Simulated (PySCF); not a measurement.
Ga(Me)2(Cl) cation (C₂H₆ClGa), SMILES [CH3][Ga]([CH3])[Cl] (connectivity only; charge and spin as stated), charge +1, multiplicity 2.

Geometry: TPSSh-D3(BJ)/def2-SVP. The multiplicity is an assumed one; no other spin state was optimised. The isomer is the one that the SMILES or the coordinates give; other isomers of the formula were not compared.

Level of theory: TDA-M06-2X/def2-SVPD (PySCF).

Vertical excitations. 

```json
[
 {"state": "root 1", "energy (eV)": "2.97", "λ (nm)": "417", "f": "0.073", "main pairs": "β HOMO−2→LUMO 66 %, β HOMO→LUMO 29 %"},
 {"state": "root 2", "energy (eV)": "3.27", "λ (nm)": "379", "f": "0.000", "main pairs": "β HOMO−1→LUMO 98 %"},
 {"state": "root 3", "energy (eV)": "3.33", "λ (nm)": "372", "f": "0.038", "main pairs": "β HOMO→LUMO 67 %, β HOMO−2→LUMO 28 %"},
 {"state": "root 4", "energy (eV)": "4.65", "λ (nm)": "266", "f": "0.008", "main pairs": "β HOMO−7→LUMO 64 %, β HOMO−5→LUMO 16 %, β HOMO−6→LUMO 13 %"},
 {"state": "root 5", "energy (eV)": "4.66", "λ (nm)": "266", "f": "0.002", "main pairs": "β HOMO−6→LUMO 77 %"},
 {"state": "root 6", "energy (eV)": "5.51", "λ (nm)": "225", "f": "0.031", "main pairs": "β HOMO−3→LUMO 93 %"},
 {"state": "root 7", "energy (eV)": "5.55", "λ (nm)": "223", "f": "0.000", "main pairs": "β HOMO−4→LUMO 87 %"},
 {"state": "root 8", "energy (eV)": "5.63", "λ (nm)": "220", "f": "0.000", "main pairs": "α HOMO→LUMO 92 %"},
 {"state": "root 9", "energy (eV)": "5.98", "λ (nm)": "207", "f": "0.014", "main pairs": "α HOMO→LUMO+1 6 %, β HOMO−5→LUMO 71 %, β HOMO−7→LUMO 18 %"},
 {"state": "root 10", "energy (eV)": "6.37", "λ (nm)": "195", "f": "0.003", "main pairs": "α HOMO−1→LUMO 45 %, β HOMO−1→LUMO+1 46 %"}
]
```
Unrestricted roots are not spin-pure.
